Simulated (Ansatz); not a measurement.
System: CeF$_{3}$, charge 1, multiplicity 1. 
Structure (B3LYP-D3(BJ)/def2-TZVP (Ansatz, a first-principles code) minimum search):
```
Ce
F 1 1.9625
F 1 1.9625 2 110.22
F 1 1.9625 2 110.22 3 -121.87
```
Charge +1, spin multiplicity 1.

Basis-set convergence of Hartree-Fock and CCSD correlation energies (hartree) with Ansatz. Correlated levels leave the core frozen unless marked. No spin-orbit coupling. Frozen are the shells of the preceding noble gas and the d and f shells that filled before the atom's block. Past Kr the def2 sets carry scalar-relativistic core potentials.

```csv
basis,functions,E(HF),"E(corr, CCSD)"
def2-SVP,120,-771.59550,-0.66496
def2-TZVPP,195,…,…
```

Task: Some entries are withheld; supply them.

Result: 
- def2-TZVPP, E(HF): -771.97786
- def2-TZVPP, E(corr, CCSD): -0.84916
